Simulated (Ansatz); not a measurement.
Mulliken charges of `[NH2][Sn]([F])([F])[SeH]` from ωB97M-V/def2-TZVPP in Ansatz (PBE0-D4/def2-TZVP geometry).

| atom | x (Å) | y (Å) | z (Å) | charge (e) |
| --- | --- | --- | --- | --- |
| N1 | -0.342 | 1.672 | -0.144 | -0.467 |
| Sn2 | 0.233 | -0.234 | -0.192 | 1.263 |
| F3 | 1.523 | -0.709 | 1.141 | -0.469 |
| F4 | 1.246 | -0.365 | -1.801 | -0.468 |
| Se5 | -1.604 | -1.895 | -0.030 | -0.227 |
| H6 | 0.385 | 2.302 | -0.462 | 0.134 |
| H7 | -0.665 | 1.979 | 0.765 | 0.123 |
| H8 | -0.685 | -2.806 | 0.668 | 0.112 |

**Question.** By hand: the dipole of these point charges (1 e Å = 4.8032 D).

**Answer.** Σ q r = (-0.586, 0.095, 0.246) e Å, of length 0.643 e Å = 3.09 D.

**Question.** How does the dipole of the full density compare? (Best estimate.)

**Answer.** Ansatz gave: (-0.425, 0.212, 0.283) e Å, 2.66 D; the point charges give 1.16 times that, at 18° from its direction.

Point charges leave out the atoms' own dipoles, such as those of lone pairs, and Mulliken's split depends on the basis, so the two needn't agree.
